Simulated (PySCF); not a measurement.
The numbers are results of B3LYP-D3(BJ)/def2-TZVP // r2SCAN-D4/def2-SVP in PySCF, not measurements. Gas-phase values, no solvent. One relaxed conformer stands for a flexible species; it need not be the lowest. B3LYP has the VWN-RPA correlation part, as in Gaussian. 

Reference species: [Sc(Cl)3] (neutral, multiplicity 1).

- charge on the central atom (Mulliken) = 1.12 e
- HOMO = -8.97 eV
- coordination number = 3
- LUMO = -3.62 eV

After one change: the charge on the central atom (Mulliken) goes up by 0.24 e; the HOMO increases by 0.91 eV; the coordination number stays essentially unchanged; the LUMO goes up by 1.28 eV.

Q: Name the change that produced these shifts. The new species is one of these.
A) [Sc(Cl)(OH)2]
B) [Sc(Cl)2(OH)]
C) [Sc(OH)3]

A: A, [Sc(Cl)(OH)2]
